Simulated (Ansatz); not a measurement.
Relaxation of ClF3Hf (5 atoms, charge 0, multiplicity 1), to a largest force component of 0.02 eV/Å in at most 40 steps.

All numbers below come from RKS LDA/def2-SVP in Ansatz 0.2.0.

```xyz
5
Properties=species:S:1:pos:R:3
Hf 0.000 0.000 0.000
Cl 0.000 0.000 2.520
F 1.867 0.000 -0.659
F -0.933 1.616 -0.659
F -0.933 -1.616 -0.659
```

Problem. Where does it end, and by what steps?

Solution. It converged. After 3 steps the energy has fallen by 0.610 eV; Cl2 moved furthest, 0.16 Å.

| step | energy less start (eV) | largest force component (eV/Å) | accepted |
| --- | --- | --- | --- |
| 0 | 0.0000 | 2.392 | yes |
| 1 | -0.5713 | 1.238 | yes |
| 2 | -0.6102 | 0.042 | yes |
| 3 | -0.6103 | 0.005 | yes |

```xyz
5
Properties=species:S:1:pos:R:3
Hf 0.000 0.000 0.030
Cl 0.000 0.000 2.360
F 1.777 0.000 -0.616
F -0.888 1.538 -0.616
F -0.888 -1.538 -0.616
```

The run took 5.5 s on 1 thread of Intel(R) Xeon(R) 6975P-C (Granite Rapids), on a shared host, peak memory 0.19 GiB.
